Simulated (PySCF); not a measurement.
## Excitation energy of S²⁺ by level of theory

S²⁺ [Ne] 3s2 3p2 (3P) → S²⁺ [Ne] 3s2 3p1 3d1 (high-spin determinant), as a difference of total energies. All numbers are calculated (PySCF 2.14, scalar relativity by spin-free X2C-1e, in aug-cc-pCVTZ-DK). Correlated levels: valence: [Ne] frozen; valence and next inner shell: 1s2 frozen; nothing frozen. The calculations carry no spin-orbit coupling.

```csv
method,excitation energy (eV)
UHF,16.777
LDA,15.146
PBE,15.051
PBE0,15.543
r2SCAN,15.639
BLYP,14.970
HSE06,15.525
r2SCAN0,15.934
MN15,15.550
MP2 (valence),16.105
SCS-MP2 (valence),16.051
MP2 (valence and next inner shell),16.089
SCS-MP2 (valence and next inner shell),16.046
MP2 (all electrons),16.091
SCS-MP2 (all electrons),16.047
```

Q: How much does correlation contribute at MP2 (all electrons)?

A: 16.091 − (16.777) = -0.686 eV, measured against UHF.

A first-order spin-orbit estimate (lowest level to lowest level, LS coupling) adds 0.017 eV.

The promoted electron is Rydberg-like, and one or two diffuse shells describe it only roughly, which tends to raise the upper state.

The determinant of the upper state mixes LS terms, which raises its energy above the lowest term, most at the Hartree-Fock and MP2 levels.
